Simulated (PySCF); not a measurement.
C7H5F2Se (charge -1).
Cartesian coordinates in Å at the PBE0-D3(BJ)/def2-SVP level; atoms count from 1:
```xyz
15
C7H5F2Se angstrom
F      2.6984   -0.2202   -0.8026
C      2.2462    0.1831    0.4264
F      2.6014   -0.8283    1.2808
C      0.7689    0.3898    0.4157
C     -0.0369   -0.7021    0.0803
C     -1.4227   -0.5980    0.0360
C     -1.9982    0.6439    0.3393
C     -1.2068    1.7321    0.6732
C      0.2107    1.6610    0.7286
Se     1.2146    3.1801    1.1889
H      2.7718    1.1064    0.7196
H      0.4506   -1.6546   -0.1507
H     -2.0432   -1.4586   -0.2281
H     -3.0872    0.7612    0.3135
H     -1.6667    2.6956    0.9076
```

Computed with PBE0-D3(BJ)/def2-SVP geometry optimisation, gas phase (PySCF 2.14.0).

Take the most abundant isotopes and a rigid rotor. The values belong to one conformer with, in the numbering `[F:1][CH:2]([F:3])[c:4]1[cH:5][cH:6][cH:7][cH:8][c:9]1[Se-:10]`, F1–C2–C4–C5 59°.

(1) Give the principal moments of inertia and the rotational constants in cm⁻¹.

(2) Classify the top.

(3) What does the inertial defect say?

(4) Give the other two planar moments, Paa and Pbb, and the rms extents of the mass along the axes.

(5) Which lines would a microwave search look for?

(6) Estimate the classical rotational partition function at 25 K, 200 K and 500 K.

## Answers

(1) Ia = 461.36, Ib = 639.05, Ic = 1010.77 u·Å²; 505379 MHz·u·Å²/I gives 1095, 790.8 and 500.0 MHz, that is A = 0.03654, B = 0.02638, C = 0.01668 cm⁻¹.

(2) An asymmetric top. Ray's parameter κ = (2B − A − C)/(A − C) = -0.023; −1 is the prolate and +1 the oblate limit.

(3) Not planar: Δ = Ic − Ia − Ib = -89.65 u·Å². For a rigid frame Δ = −2 Σ m c², so Σ m c² = 44.82 u·Å² lies off the ab plane: 0.00 from hydrogen and 44.82 from heavier atoms. The atom farthest from that plane is 1.10 Å away.

(4) Paa = Σ m a² = (Ib + Ic − Ia)/2 = 594.23 and Pbb = Σ m b² = (Ia + Ic − Ib)/2 = 416.54 u·Å². With the mass M = 206.95 u, the rms extents √(P/M) along a, b and c are 1.69, 1.42, 0.47 Å.

(5) The dipole components (about the centre of mass, as the species is charged) are |μa| = 2.29 D, |μb| = 0.83 D, |μc| = 0.00 D; the mirror of this Cs structure is the ab plane, so μc vanishes by symmetry (the 0.01 D computed is a residue) and there are no c-type lines. The squared components, which scale the intensities, stand as 1.00 : 0.13 (a : b). Some lines, for components of 0.1 D or more:

| type | branch | J(Ka,Kc) | MHz | lower level (cm⁻¹) |
| --- | --- | --- | --- | --- |
| b | Q | 1(1,0) ← 1(0,1) | 595 | 0.043 |
| a | Q | 2(1,1) ← 2(1,2) | 872 | 0.130 |
| b | Q | 2(1,1) ← 2(0,2) | 1018 | 0.125 |
| b | Q | 2(2,0) ← 2(1,1) | 1045 | 0.159 |
| b | R | 1(1,1) ← 0(0,0) | 1595 | 0.000 |
| b | Q | 2(2,1) ← 2(1,2) | 1786 | 0.130 |
| b | R | 2(0,2) ← 1(1,1) | 2146 | 0.053 |
| a | R | 2(1,2) ← 1(1,1) | 2291 | 0.053 |
| a | R | 2(0,2) ← 1(0,1) | 2450 | 0.043 |
| b | R | 2(1,2) ← 1(0,1) | 2595 | 0.043 |
| a | R | 2(1,1) ← 1(1,0) | 2872 | 0.063 |
| b | R | 2(2,1) ← 1(1,0) | 3786 | 0.063 |

(6) Point group Cs, symmetry number σ = 1; q = (√π/σ)·√((kT/h)³/(ABC)), k/h = 20836.6 MHz/K: 32000 at 25 K, 725000 at 200 K, 2860000 at 500 K.

Whether it is a minimum is left open (no frequencies). The geometry's basis has no diffuse functions, a weakness for an anion. No vibrational averaging or centrifugal distortion is included, and the geometry carries the error of its method.

The run took 3.0 min on an Arm Neoverse N1 with one thread, no GPU, shared host, and the process peaked at 0.88 GiB of memory. These figures are those of the optimisation.
